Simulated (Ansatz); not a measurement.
Job for Ansatz (an electronic-structure program): R-PBE/def2-TZVPPD on C3H7Cl (a complex), monomers drawn apart or pushed together. Files ending in .json are basis or fitting sets from the Basis Set Exchange.

Ansatz 0.2 input:
```yaml
crystal:
  periodic: [false, false, false]
  atoms:
    - {symbol: C, position_ang: [0.54158541, -0.47513715, 0.21440206]}
    - {symbol: C, position_ang: [-0.39644416, 0.46075376, 0.22515610]}
    - {symbol: H, position_ang: [0.53829570, -1.28306080, 0.93615322]}
    - {symbol: H, position_ang: [1.34178418, -0.47278051, -0.51613677]}
    - {symbol: H, position_ang: [-0.40370765, 1.26947999, -0.49598543]}
    - {symbol: H, position_ang: [-1.19576630, 0.44792732, 0.95627562]}
    - {symbol: C, position_ang: [0.20012928, 0.04295929, 6.23897784]}
    - {symbol: Cl, position_ang: [-1.05924012, -1.22480235, 6.05520741]}
    - {symbol: H, position_ang: [-0.23176578, 0.87191381, 6.79154829]}
    - {symbol: H, position_ang: [1.03551826, -0.38587265, 6.78419608]}
    - {symbol: H, position_ang: [0.50581525, 0.35711161, 5.24590695]}
basis:
  gaussian:
    orbitals: def2-TZVPPD.json
hamiltonian:
  xc: {name: PBE}
scf: {lower_state_search: off}
```

It printed:

```
WARN ansatz: RAYON_NUM_THREADS=1 ignored (pool sized by the plan → 1); use --threads N
Functional definition: PBE
these checks for a lower state are left out or cut short: stability, starts, cluster_reference, orbital_swaps, neighbouring_geometries, increment
integrals: 0.17 GiB planned
1259 factors; their error is unknown
mean field: 1.23 GiB planned
mean field evaluation 1: about -15725.0615 eV, gradient 7.6e1 eV
mean field evaluation 2: about -15704.4213 eV, gradient 1.1e2 eV
mean field evaluation 4: about -15738.8725 eV, gradient 6.3e0 eV
mean field evaluation 8: about -15738.9564 eV, gradient 2.8e-1 eV
mean field evaluation 16: about -15738.9121 eV, gradient 6.4e-4 eV
mean field -15738.91205412 eV, -578.3943497710 hartree, gradient 1.6e-6 eV, S^2 0.000000; 0 other end points of the search recorded, 0 dependent functions left out
reference -15738.91212300 eV, -578.3943523023 hartree; 21, 21 occupied and 260, 260 virtual orbitals, 1259 factors
Total energy: -15738.91212300 eV, -578.3943523023 hartree
Checks for a lower state left out: stability, starts, cluster_reference, orbital_swaps, neighbouring_geometries, increment
```

The run converged.

Cost: around 4 core-seconds (rough).
